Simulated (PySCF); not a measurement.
Computed Raman spectrum (relative Raman activity) of a molecule C₄H₆. The structure is a stationary point at B3LYP-D3(BJ)/def2-SVP. One conformer was computed; it need not be the lowest. Calculation: B3LYP-D3(BJ)/def2-SVP in PySCF. Frequencies are harmonic and unscaled.

ν (cm⁻¹): 204 (w), 369 (w), 523 (vw), 856 (vw), 1032 (vw), 1083 (vw), 1273 (w), 1341 (w), 1396 (vw), 1447 (w), 1467 (w), 1479 (w), 2229 (vs), 3024 (vs), 3038 (vs), 3061 (s), 3125 (s), 3129 (m), 3472 (m) (against the strongest line: vs over 80 %, s over 45 %, m over 15 %, w over 4 %, vw less)

Problem. Which molecule gave these data?
A) C1=CCC1
B) C=CC=C
C) C#CCC
D) C=C=CC

Solution. C, C#CCC
